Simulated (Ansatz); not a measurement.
B2Cl2H4S2 (`Cl[B@H-]1[SH+][B@@H-](Cl)[SH+]1`), relaxed with RKS PBE-D4/def2-SVP in the Gaussian-basis code of Ansatz from a rough embedded geometry. The force threshold is 0.03 eV/Å; the program also tests the step.

The species carries charge 0 and has multiplicity 1.

Start:

```xyz
10

Cl   -0.348    1.135    2.310
B     0.272    1.009    0.639
S     1.232   -0.570    0.448
B    -0.176   -0.915   -0.843
Cl   -1.144   -2.402   -0.216
S    -1.123    0.657   -0.545
H     0.893    1.972    0.278
H     1.090   -1.342    1.496
H     0.264   -0.996   -1.898
H    -0.962    1.452   -1.669
```

| step | energy (eV) | largest force (eV/Å) | largest move (Å) |
| --- | --- | --- | --- |
| 1 | -48099.5049 | 2.433 | 0.000 |
| 2 | -48100.0993 | 1.369 | 0.157 |
| 3 | -48100.2733 | 0.470 | 0.144 |
| 4 | -48100.2962 | 0.198 | 0.034 |
| 5 | -48100.3045 | 0.059 | 0.060 |
| 6 | -48100.3096 | 0.109 | 0.089 |
| 7 | -48100.3149 | 0.027 | 0.063 |
| 8 | -48100.3167 | 0.260 | 0.198 |
| 9 | -48100.3221 | 0.064 | 0.039 |
| 10 | -48100.3232 | 0.021 | 0.035 |
| 11 | -48100.3236 | 0.029 | 0.055 |

End:

```xyz
10

Cl    0.004    1.630    2.363
B     0.343    1.074    0.680
S     1.229   -0.707    0.596
B    -0.109   -1.002   -0.848
Cl   -0.920   -2.611   -0.759
S    -1.311    0.511   -0.306
H     0.992    1.818   -0.028
H     0.519   -1.295    1.606
H     0.440   -0.715   -1.893
H    -1.186    1.297   -1.411
```

Run time 16 s (4 threads of a server CPU on a shared host); peak host memory 0.18 GiB.
